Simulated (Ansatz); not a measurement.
Consider the cleavage of the Si–Ge bond: `[F][GeH2][SiH3]` + `C=C[SiH](C)O` → `C=C[SiH](C)O[SiH3]` + `[F][GeH3]`.

Gas-phase electronic energies from Ansatz, PBE0-D4/def2-TZVP geometries. CBS: MP2 limit from def2 TZ/QZ plus the TZ coupled-cluster correction, frozen cores. DFT in def2-TZVPP. B3LYP here is the variant with VWN-RPA as its local correlation; programs differ in this. HSE06 is defined as in plane-wave codes. For Ge outer-core shells are correlated without core-valence functions, which leaves a few kJ/mol of doubt a bond. Scalar relativity is left out up to krypton. One conformer a species, not always the lowest.

| level | ΔE (kJ/mol) | difference from CCSD(T)/CBS |
| --- | --- | --- |
| LDA (SPW92) | -72.7 | 21.8 |
| PBE-D4 | -70.9 | 23.6 |
| revPBE-D4 | -74.0 | 20.5 |
| BLYP-D4 | -89.2 | 5.3 |
| r2SCAN-D4 | -88.6 | 5.9 |
| B97M-V | -97.1 | -2.6 |
| B3LYP-D4 | -95.3 | -0.8 |
| r2SCANh-D4 | -90.2 | 4.3 |
| r2SCAN0-D4 | -92.6 | 1.9 |
| HSE06-D4 | -79.9 | 14.6 |
| BHLYP-D4 | -106.7 | -12.2 |
| CAM-B3LYP-D4 | -101.8 | -7.3 |
| ωB97X-V | -93.5 | 1.0 |
| B2PLYP | -96.3 | -1.8 |
| PBE-QIDH | -91.3 | 3.2 |
| PBE | -67.4 | 27.1 |
| revPBE | -65.3 | 29.2 |
| BLYP | -82.5 | 12.0 |
| PBE0 | -76.9 | 17.6 |
| B3LYP | -90.1 | 4.4 |
| r2SCANh | -88.7 | 5.8 |
| r2SCAN0 | -90.9 | 3.6 |
| HSE06 | -76.7 | 17.8 |
| BHLYP | -102.9 | -8.4 |
| CAM-B3LYP | -98.3 | -3.8 |
| LC-ωPBE | -86.9 | 7.6 |
| HF/def2-SVP | -111.9 | -17.4 |
| CCSD/def2-SVP | -96.8 | -2.3 |
| CCSD(T)/def2-SVP | -94.9 | -0.4 |
| HF/def2-TZVPP | -118.6 | -24.1 |
| MP2/def2-TZVPP | -101.5 | -7.0 |
| SCS-MP2/def2-TZVPP | -105.8 | -11.3 |
| CCSD/def2-TZVPP | -98.4 | -3.9 |
| CCSD(T)/def2-TZVPP | -95.6 | -1.1 |
| HF/def2-QZVPP | -121.7 | -27.2 |
| MP2/def2-QZVPP | -102.0 | -7.5 |
| SCS-MP2/def2-QZVPP | -106.5 | -12.0 |
| HF/CBS(def2) | -122.1 | -27.6 |
| MP2/CBS(def2) | -100.5 | -6.0 |
| CCSD/CBS(def2) | -97.3 | -2.8 |
| CCSD(T)/CBS | -94.5 | 0 |

(1) What do rigid-rotor, harmonic-oscillator terms from PBE0-D4/def2-TZVP frequencies (298.15 K, 1 bar) make of the CCSD(T)/CBS value? (Best estimate.)

Largest T1 diagnostic among the species: 0.012.

Answers

(1) The calculation gave: ΔZPE = -2.9 kJ/mol, ΔH = -98.0 kJ/mol, ΔS = -6 J/(mol·K), ΔG = -96.2 kJ/mol. Modes under 50 cm⁻¹ make the entropy rough.

Leaving LDA and LC-ωPBE aside and taking each functional with its dispersion term where it has one, the values spread over 35.8 kJ/mol, from BHLYP-D4 to PBE-D4. LDA lies −5.3 kJ/mol from PBE without D4. In def2-TZVPP, CCSD(T) changes the Hartree–Fock value by +23.0 kJ/mol (the triples alone add +2.8 kJ/mol) and MP2 by +17.0 kJ/mol. From r2SCAN to r2SCAN0 (25 % exact exchange), in def2-TZVPP and without D4, ΔE moves by −3.8 kJ/mol.
